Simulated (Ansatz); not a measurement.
Molecular dynamics of AlCl₂HO

The input (input.yaml):

```yaml
crystal:
  periodic: [false, false, false]
  atoms:
    - { symbol: Al, position_ang: [-0.008903, -0.036791, 0.00429] }
    - { symbol: O, position_ang: [0.058773, -0.121153, 1.701768] }
    - { symbol: H, position_ang: [-0.927771, -0.152886, 2.006768] }
    - { symbol: Cl, position_ang: [1.792844, 0.042604, -1.0234] }
    - { symbol: Cl, position_ang: [-1.824444, -0.013174, -1.022326] }
basis:
  gaussian: { orbitals: STO-3G }
hamiltonian:
  xc: pbe
  dispersion: d4
md:
  timestep: 0.5
  n_steps: 250
  ensemble: nvt_langevin
  temperature: 100.0
  initial_velocities: maxwell_boltzmann
  seed: 280487
  friction: 0.001
```

Launched with:

```bash
$ ansatz run input.yaml --threads 1 --pin off --max-ram 2048MiB --backend cpu --events-out ev --progress --plain --runs-dir out
```

It starts from a relaxed structure.

Output, in part (one step line in 3, the closing report, with atoms numbered from 0):

```
md step     0: t =     0.00 fs  T =    80.0 K  F+E_penalty+E_count = -33312.91587166 eV  E_kin = 0.051704 eV  (21 SCF iters)
md step     3: t =     1.50 fs  T =    77.6 K  F+E_penalty+E_count = -33312.91384927 eV  E_kin = 0.050130 eV  (20 SCF iters)
md step     6: t =     3.00 fs  T =    68.4 K  F+E_penalty+E_count = -33312.90972628 eV  E_kin = 0.044177 eV  (19 SCF iters)
md step     9: t =     4.50 fs  T =    61.8 K  F+E_penalty+E_count = -33312.90488920 eV  E_kin = 0.039943 eV  (19 SCF iters)
md step    12: t =     6.00 fs  T =    52.3 K  F+E_penalty+E_count = -33312.89941079 eV  E_kin = 0.033788 eV  (18 SCF iters)
md step    15: t =     7.50 fs  T =    47.1 K  F+E_penalty+E_count = -33312.89460712 eV  E_kin = 0.030434 eV  (18 SCF iters)
md step    18: t =     9.00 fs  T =    44.7 K  F+E_penalty+E_count = -33312.89287841 eV  E_kin = 0.028917 eV  (19 SCF iters)
md step    21: t =    10.50 fs  T =    47.3 K  F+E_penalty+E_count = -33312.89351345 eV  E_kin = 0.030565 eV  (18 SCF iters)
md step    24: t =    12.00 fs  T =    51.2 K  F+E_penalty+E_count = -33312.89642696 eV  E_kin = 0.033083 eV  (19 SCF iters)
md step    27: t =    13.50 fs  T =    63.1 K  F+E_penalty+E_count = -33312.90220702 eV  E_kin = 0.040780 eV  (19 SCF iters)
md step    30: t =    15.00 fs  T =    69.3 K  F+E_penalty+E_count = -33312.90785935 eV  E_kin = 0.044786 eV  (19 SCF iters)
md step    33: t =    16.50 fs  T =    75.6 K  F+E_penalty+E_count = -33312.91091463 eV  E_kin = 0.048832 eV  (20 SCF iters)
md step    36: t =    18.00 fs  T =    79.9 K  F+E_penalty+E_count = -33312.91250813 eV  E_kin = 0.051646 eV  (19 SCF iters)
md step    39: t =    19.50 fs  T =    80.7 K  F+E_penalty+E_count = -33312.91041302 eV  E_kin = 0.052145 eV  (19 SCF iters)
md step    42: t =    21.00 fs  T =    73.8 K  F+E_penalty+E_count = -33312.90467894 eV  E_kin = 0.047697 eV  (19 SCF iters)
md step    45: t =    22.50 fs  T =    62.9 K  F+E_penalty+E_count = -33312.89859556 eV  E_kin = 0.040635 eV  (22 SCF iters)
md step    48: t =    24.00 fs  T =    54.8 K  F+E_penalty+E_count = -33312.89196193 eV  E_kin = 0.035440 eV  (19 SCF iters)
md step    51: t =    25.50 fs  T =    43.8 K  F+E_penalty+E_count = -33312.88648039 eV  E_kin = 0.028283 eV  (18 SCF iters)
md step    54: t =    27.00 fs  T =    38.8 K  F+E_penalty+E_count = -33312.88537100 eV  E_kin = 0.025106 eV  (16 SCF iters)
md step    57: t =    28.50 fs  T =    42.8 K  F+E_penalty+E_count = -33312.88661726 eV  E_kin = 0.027686 eV  (17 SCF iters)
md step    60: t =    30.00 fs  T =    47.6 K  F+E_penalty+E_count = -33312.88936531 eV  E_kin = 0.030753 eV  (19 SCF iters)
md step    63: t =    31.50 fs  T =    54.8 K  F+E_penalty+E_count = -33312.89460383 eV  E_kin = 0.035404 eV  (18 SCF iters)
md step    66: t =    33.00 fs  T =    58.3 K  F+E_penalty+E_count = -33312.89980894 eV  E_kin = 0.037684 eV  (18 SCF iters)
md step    69: t =    34.50 fs  T =    65.9 K  F+E_penalty+E_count = -33312.90257480 eV  E_kin = 0.042583 eV  (19 SCF iters)
md step    72: t =    36.00 fs  T =    68.7 K  F+E_penalty+E_count = -33312.90432849 eV  E_kin = 0.044403 eV  (19 SCF iters)
md step    75: t =    37.50 fs  T =    70.8 K  F+E_penalty+E_count = -33312.90372870 eV  E_kin = 0.045759 eV  (19 SCF iters)
md step    78: t =    39.00 fs  T =    62.7 K  F+E_penalty+E_count = -33312.89995258 eV  E_kin = 0.040519 eV  (20 SCF iters)
md step    81: t =    40.50 fs  T =    54.6 K  F+E_penalty+E_count = -33312.89590171 eV  E_kin = 0.035302 eV  (19 SCF iters)
md step    84: t =    42.00 fs  T =    46.1 K  F+E_penalty+E_count = -33312.89189956 eV  E_kin = 0.029770 eV  (18 SCF iters)
md step    87: t =    43.50 fs  T =    36.0 K  F+E_penalty+E_count = -33312.88790772 eV  E_kin = 0.023264 eV  (18 SCF iters)
md step    90: t =    45.00 fs  T =    35.9 K  F+E_penalty+E_count = -33312.88664561 eV  E_kin = 0.023177 eV  (19 SCF iters)
md step    93: t =    46.50 fs  T =    39.3 K  F+E_penalty+E_count = -33312.88837358 eV  E_kin = 0.025421 eV  (21 SCF iters)
md step    96: t =    48.00 fs  T =    45.7 K  F+E_penalty+E_count = -33312.89136871 eV  E_kin = 0.029548 eV  (19 SCF iters)
md step    99: t =    49.50 fs  T =    57.9 K  F+E_penalty+E_count = -33312.89634354 eV  E_kin = 0.037447 eV  (19 SCF iters)
md step   102: t =    51.00 fs  T =    66.2 K  F+E_penalty+E_count = -33312.90208088 eV  E_kin = 0.042802 eV  (20 SCF iters)
md step   105: t =    52.50 fs  T =    69.6 K  F+E_penalty+E_count = -33312.90503816 eV  E_kin = 0.044961 eV  (19 SCF iters)
md step   108: t =    54.00 fs  T =    69.4 K  F+E_penalty+E_count = -33312.90577474 eV  E_kin = 0.044822 eV  (19 SCF iters)
md step   111: t =    55.50 fs  T =    71.4 K  F+E_penalty+E_count = -33312.90487884 eV  E_kin = 0.046140 eV  (19 SCF iters)
md step   114: t =    57.00 fs  T =    63.8 K  F+E_penalty+E_count = -33312.90078743 eV  E_kin = 0.041235 eV  (19 SCF iters)
md step   117: t =    58.50 fs  T =    58.4 K  F+E_penalty+E_count = -33312.89605477 eV  E_kin = 0.037739 eV  (18 SCF iters)
md step   120: t =    60.00 fs  T =    53.1 K  F+E_penalty+E_count = -33312.89309797 eV  E_kin = 0.034312 eV  (18 SCF iters)
md step   123: t =    61.50 fs  T =    47.8 K  F+E_penalty+E_count = -33312.89000589 eV  E_kin = 0.030874 eV  (18 SCF iters)
md step   126: t =    63.00 fs  T =    39.3 K  F+E_penalty+E_count = -33312.88835812 eV  E_kin = 0.025398 eV  (18 SCF iters)
md step   129: t =    64.50 fs  T =    45.9 K  F+E_penalty+E_count = -33312.89101326 eV  E_kin = 0.029669 eV  (18 SCF iters)
md step   132: t =    66.00 fs  T =    51.9 K  F+E_penalty+E_count = -33312.89386229 eV  E_kin = 0.033515 eV  (19 SCF iters)
md step   135: t =    67.50 fs  T =    56.5 K  F+E_penalty+E_count = -33312.89711839 eV  E_kin = 0.036534 eV  (19 SCF iters)
md step   138: t =    69.00 fs  T =    62.1 K  F+E_penalty+E_count = -33312.90270202 eV  E_kin = 0.040153 eV  (18 SCF iters)
md step   141: t =    70.50 fs  T =    66.7 K  F+E_penalty+E_count = -33312.90611468 eV  E_kin = 0.043134 eV  (19 SCF iters)
md step   144: t =    72.00 fs  T =    64.1 K  F+E_penalty+E_count = -33312.90666102 eV  E_kin = 0.041441 eV  (19 SCF iters)
md step   147: t =    73.50 fs  T =    70.2 K  F+E_penalty+E_count = -33312.90750410 eV  E_kin = 0.045394 eV  (19 SCF iters)
md step   150: t =    75.00 fs  T =    68.0 K  F+E_penalty+E_count = -33312.90483860 eV  E_kin = 0.043964 eV  (18 SCF iters)
md step   153: t =    76.50 fs  T =    59.0 K  F+E_penalty+E_count = -33312.89962548 eV  E_kin = 0.038107 eV  (18 SCF iters)
md step   156: t =    78.00 fs  T =    53.3 K  F+E_penalty+E_count = -33312.89628762 eV  E_kin = 0.034462 eV  (18 SCF iters)
md step   159: t =    79.50 fs  T =    46.6 K  F+E_penalty+E_count = -33312.89259075 eV  E_kin = 0.030133 eV  (15 SCF iters)
md step   162: t =    81.00 fs  T =    44.3 K  F+E_penalty+E_count = -33312.88928583 eV  E_kin = 0.028605 eV  (18 SCF iters)
md step   165: t =    82.50 fs  T =    43.9 K  F+E_penalty+E_count = -33312.89095463 eV  E_kin = 0.028352 eV  (20 SCF iters)
md step   168: t =    84.00 fs  T =    44.9 K  F+E_penalty+E_count = -33312.89355686 eV  E_kin = 0.029049 eV  (19 SCF iters)
md step   171: t =    85.50 fs  T =    48.5 K  F+E_penalty+E_count = -33312.89776015 eV  E_kin = 0.031332 eV  (19 SCF iters)
md step   174: t =    87.00 fs  T =    56.3 K  F+E_penalty+E_count = -33312.90513056 eV  E_kin = 0.036380 eV  (19 SCF iters)
md step   177: t =    88.50 fs  T =    61.9 K  F+E_penalty+E_count = -33312.90918826 eV  E_kin = 0.040029 eV  (19 SCF iters)
md step   180: t =    90.00 fs  T =    63.6 K  F+E_penalty+E_count = -33312.91094072 eV  E_kin = 0.041080 eV  (20 SCF iters)
md step   183: t =    91.50 fs  T =    68.6 K  F+E_penalty+E_count = -33312.91278379 eV  E_kin = 0.044363 eV  (19 SCF iters)
md step   186: t =    93.00 fs  T =    67.0 K  F+E_penalty+E_count = -33312.90940153 eV  E_kin = 0.043277 eV  (19 SCF iters)
md step   189: t =    94.50 fs  T =    59.0 K  F+E_penalty+E_count = -33312.90421609 eV  E_kin = 0.038158 eV  (18 SCF iters)
md step   192: t =    96.00 fs  T =    52.0 K  F+E_penalty+E_count = -33312.90075176 eV  E_kin = 0.033576 eV  (19 SCF iters)
md step   195: t =    97.50 fs  T =    44.9 K  F+E_penalty+E_count = -33312.89602003 eV  E_kin = 0.029021 eV  (18 SCF iters)
md step   198: t =    99.00 fs  T =    41.2 K  F+E_penalty+E_count = -33312.89188643 eV  E_kin = 0.026628 eV  (18 SCF iters)
md step   201: t =   100.50 fs  T =    47.3 K  F+E_penalty+E_count = -33312.89441356 eV  E_kin = 0.030572 eV  (18 SCF iters)
md step   204: t =   102.00 fs  T =    51.5 K  F+E_penalty+E_count = -33312.89723319 eV  E_kin = 0.033294 eV  (18 SCF iters)
md step   207: t =   103.50 fs  T =    53.2 K  F+E_penalty+E_count = -33312.89970469 eV  E_kin = 0.034401 eV  (18 SCF iters)
md step   210: t =   105.00 fs  T =    62.1 K  F+E_penalty+E_count = -33312.90525148 eV  E_kin = 0.040128 eV  (18 SCF iters)
md step   213: t =   106.50 fs  T =    68.4 K  F+E_penalty+E_count = -33312.90969343 eV  E_kin = 0.044203 eV  (18 SCF iters)
md step   216: t =   108.00 fs  T =    73.9 K  F+E_penalty+E_count = -33312.90990742 eV  E_kin = 0.047764 eV  (18 SCF iters)
md step   219: t =   109.50 fs  T =    75.5 K  F+E_penalty+E_count = -33312.91029481 eV  E_kin = 0.048801 eV  (18 SCF iters)
md step   222: t =   111.00 fs  T =    66.4 K  F+E_penalty+E_count = -33312.90776465 eV  E_kin = 0.042924 eV  (18 SCF iters)
md step   225: t =   112.50 fs  T =    55.2 K  F+E_penalty+E_count = -33312.90050313 eV  E_kin = 0.035676 eV  (19 SCF iters)
md step   228: t =   114.00 fs  T =    45.8 K  F+E_penalty+E_count = -33312.89490574 eV  E_kin = 0.029597 eV  (18 SCF iters)
md step   231: t =   115.50 fs  T =    38.6 K  F+E_penalty+E_count = -33312.89079276 eV  E_kin = 0.024937 eV  (18 SCF iters)
md step   234: t =   117.00 fs  T =    31.9 K  F+E_penalty+E_count = -33312.88610179 eV  E_kin = 0.020625 eV  (17 SCF iters)
md step   237: t =   118.50 fs  T =    35.3 K  F+E_penalty+E_count = -33312.88675423 eV  E_kin = 0.022845 eV  (16 SCF iters)
md step   240: t =   120.00 fs  T =    43.8 K  F+E_penalty+E_count = -33312.89096951 eV  E_kin = 0.028302 eV  (18 SCF iters)
md step   243: t =   121.50 fs  T =    49.1 K  F+E_penalty+E_count = -33312.89453034 eV  E_kin = 0.031746 eV  (18 SCF iters)
md step   246: t =   123.00 fs  T =    61.9 K  F+E_penalty+E_count = -33312.90156110 eV  E_kin = 0.040014 eV  (18 SCF iters)
md step   249: t =   124.50 fs  T =    70.9 K  F+E_penalty+E_count = -33312.90767439 eV  E_kin = 0.045814 eV  (18 SCF iters)
md step   250: t =   125.00 fs  T =    70.7 K  F+E_penalty+E_count = -33312.90836379 eV  E_kin = 0.045664 eV  (21 SCF iters)
Total energy: -33312.90838232 eV, -1224.2268027499 hartree
Atom 0 at     0.017347    -0.093874     0.005538 Å, force     0.043865     0.088527    -0.442028 eV/Å
Atom 1 at     0.126503    -0.081941     1.694136 Å, force     0.233124    -0.078563     0.155964 eV/Å
Atom 2 at    -0.838006    -0.005521     2.036458 Å, force    -0.257940     0.047431     0.090019 eV/Å
Atom 3 at     1.789304    -0.286083    -1.067834 Å, force    -0.057899    -0.014498     0.084726 eV/Å
Atom 4 at    -1.769855     0.181707    -1.043012 Å, force     0.038849    -0.042896     0.111320 eV/Å
Dipole moment:    -0.239352    -0.020163     0.597337 e Å
```

The run went to its last step. The mean temperature of the second half is 45 % below the set value. A run of 0.12 ps of so small a system gives no equilibrium averages. Limits of this set-up: minimal basis.

The same pairs are bonded in the first frame and the last. Pairs count as bonded within 1.25 times the sum of covalent radii (0.12 Å more for H–H).

Last frame:

```xyz
5
Properties=species:S:1:pos:R:3
Al 0.017 -0.094 0.005
O 0.127 -0.082 1.694
H -0.838 -0.005 2.037
Cl 1.789 -0.286 -1.068
Cl -1.770 0.182 -1.043
```

Run time: 3.9 min on 1 thread of Arm Neoverse V2, on a shared host, peak memory 0.085 GiB.
